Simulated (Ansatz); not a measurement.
Calculation: frozen-core CCSD(T)/cc-pVTZ // M06-2X/def2-TZVP run with Ansatz (a quantum-chemistry and plane-wave program).

Ansatz 0.2 input:
```yaml
crystal:
  periodic: [false, false, false]
  atoms:
    - { symbol: Si, position_ang: [1.816976, -0.535481, 0.588595] }
    - { symbol: Si, position_ang: [0.010998, 0.876939, 0.147122] }
    - { symbol: Si, position_ang: [-1.922258, -0.268193, -0.487389] }
    - { symbol: Cl, position_ang: [0.557759, 2.091474, -1.452046] }
    - { symbol: H, position_ang: [2.059588, -1.381101, -0.599111] }
    - { symbol: H, position_ang: [1.499667, -1.401548, 1.745593] }
    - { symbol: H, position_ang: [3.025564, 0.260943, 0.884837] }
    - { symbol: H, position_ang: [-0.255674, 1.769834, 1.295742] }
    - { symbol: H, position_ang: [-1.608741, -1.118035, -1.655315] }
    - { symbol: H, position_ang: [-2.381564, -1.124965, 0.628111] }
    - { symbol: H, position_ang: [-2.987884, 0.690854, -0.844371] }
basis:
  gaussian: { orbitals: cc-pVTZ }
correlation:
  method: ccsd_t
```

Output:

```
Functional definition: HF
1336 factors; integrals over basis functions are off by at most 9.8e-4 eV
mean field evaluation 1: about -36201.8036 eV, gradient 1.8e1 eV
mean field evaluation 2: about -36202.0925 eV, gradient 1.9e1 eV
mean field evaluation 4: about -36204.0805 eV, gradient 2.9e0 eV
mean field evaluation 8: about -36204.1200 eV, gradient 8.8e-2 eV
mean field evaluation 16: about -36203.4578 eV, gradient 6.6e0 eV
mean field -36204.12008768 eV, -1330.4768731881 hartree, gradient 4.8e-6 eV, S^2 0.000000; 0 other end points of the search recorded, 0 dependent functions left out
20 core orbitals not correlated
reference -36204.12008768 eV, -1330.4768731881 hartree; 13, 13 occupied and 201, 201 virtual orbitals, 1336 factors
second order -15.37386129 eV of doubles, -0.00000000 eV of singles
cycle   1  -16.86281804 eV  change    -1.5e0 eV  update   9.7e-2
cycle   2  -17.41710856 eV  change   -5.5e-1 eV  update   3.0e-2
cycle   3  -17.47011660 eV  change   -5.3e-2 eV  update   1.1e-2
cycle   4  -17.46277938 eV  change    7.3e-3 eV  update   3.5e-3
cycle   5  -17.46102342 eV  change    1.8e-3 eV  update   1.0e-3
cycle   6  -17.46087623 eV  change    1.5e-4 eV  update   3.2e-4
cycle   7  -17.46086894 eV  change    7.3e-6 eV  update   8.2e-5
cycle   8  -17.46089785 eV  change   -2.9e-5 eV  update   2.8e-5
perturbative correction -0.65376299 eV, -0.0240253468 hartree
Total energy: -36222.23474852 eV, -1331.1425746954 hartree
```

Cost: roughly 2.2 core-minutes.
